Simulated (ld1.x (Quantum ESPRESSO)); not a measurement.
## Configuration tests for B (Z = 5) (RRKJ)

ld1.x (Quantum ESPRESSO) 7.5 input, shortened:

```
&input
   title='B', zed=5., rel=1, dft='PZ', iswitch=3,
   config='[He] 2s2 2p1 3d-2'
 /
 &inputp
   pseudotype=2, tm=.false., lloc=2,
   nlcc=.true., rcore=0.60
 /
3
2S  1  0   2.00   0.00  1.35  1.35  0.0
2P  2  1   1.00   0.00  1.95  1.95  0.0
3D  3  2  -2.00  -0.20  1.95  1.95  0.0
 &test
   configts(1)='2s2 2p1'
 /
```

Energies are relative to the spin-unpolarised reference configuration 2s2 2p1; without spin polarisation the order of configurations can differ from experiment. Spin-polarised rows fill each open shell by Hund’s rule, majority spin first. The frozen-core shift is the all-electron ΔE with the core orbitals held at their reference shape minus the fully relaxed ΔE.

```json
{"valence configuration": "2s2 2p0", "charge": "+1", "ΔE all-electron (eV)": "8.327", "error AE − PS (meV)": "+15", "frozen-core shift (meV)": "+0.5"}
{"valence configuration": "2s1 2p0", "charge": "+2", "ΔE all-electron (eV)": "33.631", "error AE − PS (meV)": "+76", "frozen-core shift (meV)": "+8.8"}
{"valence configuration": "2s2 2p0.5", "charge": "+0.5", "ΔE all-electron (eV)": "2.943", "error AE − PS (meV)": "+1.9", "frozen-core shift (meV)": "+0.1"}
{"valence configuration": "2s0 2p3", "charge": "0", "ΔE all-electron (eV)": "11.401", "error AE − PS (meV)": "+6.7", "frozen-core shift (meV)": "+2.0"}
{"valence configuration": "2s1 2p1", "charge": "+1", "ΔE all-electron (eV)": "14.283", "error AE − PS (meV)": "+0.1", "frozen-core shift (meV)": "+1.3"}
{"valence configuration": "2s2 2p1.3", "charge": "-0.3", "ΔE all-electron (eV)": "-0.772", "error AE − PS (meV)": "+0.2", "frozen-core shift (meV)": "0.0"}
{"valence configuration": "2s1 2p2", "charge": "0", "ΔE all-electron (eV)": "5.686", "error AE − PS (meV)": "+1.5", "frozen-core shift (meV)": "+0.5"}
{"valence configuration": "2s2 2p1 (spin-polarised)", "charge": "0", "ΔE all-electron (eV)": "-0.235", "error AE − PS (meV)": "+4.9", "frozen-core shift (meV)": "+0.4"}
{"valence configuration": "2s1 2p0 (spin-polarised)", "charge": "+2", "ΔE all-electron (eV)": "32.903", "error AE − PS (meV)": "+81", "frozen-core shift (meV)": "+11"}
```

Levels in the configuration 2s1 2p1:

| level | all-electron (eV) | pseudo (eV) |
| --- | --- | --- |
| 2s | -19.497 | -19.496 |
| 2p | -13.540 | -13.527 |
